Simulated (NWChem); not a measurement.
System: CH4AlF2N; SMILES [NH](C)[Al]([F])[F]

Input file for NWChem:

```
start job
memory heap 200 mb stack 900 mb global 1100 mb
geometry units angstroms noautoz
  Al     0.013361    -0.549542     0.000000
  F      0.997146    -1.897566     0.000000
  F     -1.644280    -0.751945     0.000000
  N      0.704055     1.076575     0.000000
  C     -0.018263     2.340264     0.000000
  H      1.720514     1.195160     0.000000
  H      0.203206     2.962409    -0.897387
  H      0.203206     2.962409     0.897387
  H     -1.110824     2.151721     0.000000
end
basis spherical
  * library def2-svp
end
dft
  xc b3lyp
  iterations 150
  mulliken
end
task dft energy
```

The geometry was optimised at PBE-D3(BJ)/def2-SVP. B3LYP is NWChem's, with the RPA form of VWN correlation.

Question: Give the results of this calculation. (B3LYP/def2-SVP.) Quantities: energy (Ha); highest occupied level (eV); orbital gap (eV); dipole (D).

Answer: 
```json
{
  "energy (Ha)": "-537.27",
  "highest occupied level (eV)": "-6.83",
  "orbital gap (eV)": "6.01",
  "dipole (D)": "2.58"
}
```
